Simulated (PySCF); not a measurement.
C4H12F2In2, singlet (GFN2-xTB optimised geometry):

```
20

In    -1.401    -1.117     0.000
In     1.401     1.117    -0.030
F      0.893    -1.117     0.000
C     -1.732    -1.379     2.187
H     -1.955    -0.398     2.596
H     -0.806    -1.766     2.604
H     -2.552    -2.067     2.372
C     -1.685    -1.346    -2.197
H     -2.309    -0.527    -2.544
H     -2.145    -2.302    -2.429
H     -0.693    -1.280    -2.635
F     -0.893     1.115     0.000
C      1.723     1.373     2.157
H      1.589     2.417     2.427
H      2.719     1.033     2.425
H      0.966     0.755     2.631
C      1.672     1.343    -2.230
H      0.679     1.482    -2.648
H      2.118     0.425    -2.604
H      2.307     2.195    -2.456
```

Method: PBE0/def2-SVP, def2 effective core potentials past Kr (PySCF 2.14.0).

Task: What are the frontier orbital energies and the dipole moment?

Result: HOMO-2 -8.30 eV, HOMO-1 -7.45 eV, HOMO -7.31 eV, LUMO -0.48 eV, LUMO+1 -0.36 eV; dipole moment 0.04 D.
